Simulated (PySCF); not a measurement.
Shifts of the heteroatoms

Bonds (- single, = double, # triple, : aromatic): O1=C2 1.191 Å, C2-O3 1.328 Å, C2-C4 1.545 Å, C4-F5 1.320 Å, C4-F6 1.333 Å, C4-F7 1.332 Å. O3 carries H8.

One computed conformer, fast rotation and ring inversion assumed for equivalent nuclei, non-relativistic Hamiltonian, gas phase. PBE0-D3(BJ)/def2-TZVP geometry; B97-2/pcSseg-2 with gauge-including orbitals; PySCF 2.14.

Q: Where does 19F resonate?

A: 
```json
{"atoms": "F5/F6/F7", "environment": "fluorine of a CF3 group", "σ (ppm)": "262.1", "δ (ppm)": "-75.8"}
```

Shieldings were converted by a linear fit to measured shifts: 19F (scatter 4.2 ppm rms, 5.7 ppm with the 8 outliers that the fit left out vs CFCl3, solution or neat liquid, with a term for F on sp3 carbon). A few per cent of atoms miss by over 2 rms, more outside the fitted compound classes.

On a 300 MHz spectrometer 19F resonates near 282.3 MHz, so 1 ppm is 282.3 Hz.

Q: What are the 17O shifts?

A: 
| atoms | environment | σ (ppm) | δ (ppm) |
| --- | --- | --- | --- |
| O1 | carbonyl oxygen | -90.9 | 360.2 |
| O3 | acid hydroxyl oxygen | 136.2 | 145.0 |

Shieldings were converted by a linear fit to measured shifts: 17O: δ = 274.03 − 0.947σ (rms 12.2 ppm, 99 shifts vs liquid water, solution or neat liquid). Occasional misses reach two or three times the rms, and more in compound classes unlike the fitted ones.

On a 600 MHz spectrometer 17O resonates near 81.3 MHz, so 1 ppm is 81.3 Hz.

In solution the two oxygens of a carboxylic acid exchange roles by proton transfer and give one 17O line. Hydrogen bonding in solution shields acid and N–H amide carbonyl oxygens by tens of ppm.
